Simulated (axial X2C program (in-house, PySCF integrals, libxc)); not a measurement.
Nuclear properties of AgCd

Computed with an in-house all-electron X2C program for linear molecules (integrals from PySCF): two-component X2C with atomic mean-field Coulomb and Gaunt terms, Gaussian nuclei, basis Cd dyall-cv3z, Ag dyall-cv3z with contracted cores.

R = 2.752 Å (near the PBE0 minimum at charge 0 of the determinant lowest at the starting distance; the state shown can have its own minimum elsewhere).

Input and command:
```json
{"zs": [48, 47], "q": 0, "bas": ["dyall-cv3z", "dyall-cv3z"], "r0": 2.64, "levels": ["PBE0", "HF", "TPSSh", "r2SCAN", "BP86"], "nst": 3}
```
```bash
python soeom.py task.json out
```

Keys: zs atomic numbers; q charge; bas basis sets; r0 starting distance in Å; levels methods; nst determinants followed.

Determinant lowest in the PBE0 search, Ω = 1/2 (⟨Sz⟩ = 0.50, ⟨Lz⟩ = 0.00 at PBE0), spin on the atoms Cd 0.15, Ag 0.35:

```tsv
level	Eeff magnitude (GV/cm)	Ws magnitude Cd (kHz)	Ws magnitude Ag (kHz)	A∥/gI Cd (MHz)	qzz Cd (a.u.)	A∥/gI Ag (MHz)	qzz Ag (a.u.)	μ (D)
PBE0	4.66	7.32	2.11	1820	-1.21	5570	-0.29	-0.50
HF	8.51	11.6	2.1	1290	-1.53	4810	-0.44	-0.18
TPSSh	4.47	7.14	2.14	1950	-1.24	5580	-0.26	-0.50
r2SCAN	4.54	7.61	2.53	1880	-1.22	5760	-0.27	-0.65
BP86	3.48	6.2	2.31	1960	-1.11	5670	-0.18	-0.69
```

Determinant 2.30 eV from it at PBE0 and this distance, Ω = 3/2 (⟨Sz⟩ = 0.50, ⟨Lz⟩ = 1.00 at PBE0), spin on the atoms Cd 0.35, Ag 0.15:

| level | Eeff magnitude (GV/cm) | Ws magnitude Cd (kHz) | Ws magnitude Ag (kHz) | A∥/gI Cd (MHz) | qzz Cd (a.u.) | A∥/gI Ag (MHz) | qzz Ag (a.u.) | μ (D) |
| --- | --- | --- | --- | --- | --- | --- | --- | --- |
| PBE0 | 0.0232 | 0.049 | 0.0498 | 109 | 1.00 | -41.7 | 0.22 | 1.62 |
| HF | 1.82 | 1.41 | 0.76 | 873 | 0.72 | -692 | -0.41 | 3.34 |
| TPSSh | 0.0931 | 0.0853 | 0.0602 | 182 | 1.06 | -84.7 | 0.27 | 1.61 |
| r2SCAN | 0.106 | 0.117 | 0.09 | 97 | 1.07 | -105 | 0.28 | 1.68 |
| BP86 | 0.00548 | 0.0172 | 0.0249 | 106 | 1.11 | -8.92 | 0.49 | 1.26 |

Eeff is the effective electric field on the electron electric dipole moment in this Ω state and Ws the scalar–pseudoscalar constant of the nucleus named (defined with the proton number Z and per Ω); A∥ (defined per Ω) follows by multiplying with gI = μI/(I μN); qzz is the electric field gradient, eQq0 = 234.96 MHz × Q/barn × qzz; μ is positive if the Ag end (last atom) is positive. The operators were transformed with the bare-nucleus X2C matrices; with these basis sets, hyperfine constants and field gradients can be off by tens of per cent, and where levels differ in sign neither size nor sign is settled.

Problem. With gI(111Cd) = -1.1898, gI(107Ag) = -0.2271 (g factors from the IAEA table of nuclear moments by Stone), turn the PBE0 values of the first state into constants in MHz.

Solution. A∥(111Cd) = 1820 × -1.1898 = -2170 MHz; A∥(107Ag) = 5570 × -0.2271 = -1260 MHz.

Each state is one determinant with collinear spin. Unrestricted Hartree–Fock can overshoot spin polarisation at the nuclei. Where Eeff spreads by more than a factor of two the levels disagree and none is to be relied on. The search compared states at one distance, so a state with another bond length can lie lower. Where a field gradient or hyperfine factor spreads by more than a factor of two over the levels, a constant derived from it is not to be relied on. PBE0 term energies can be off by some tenths of an eV.
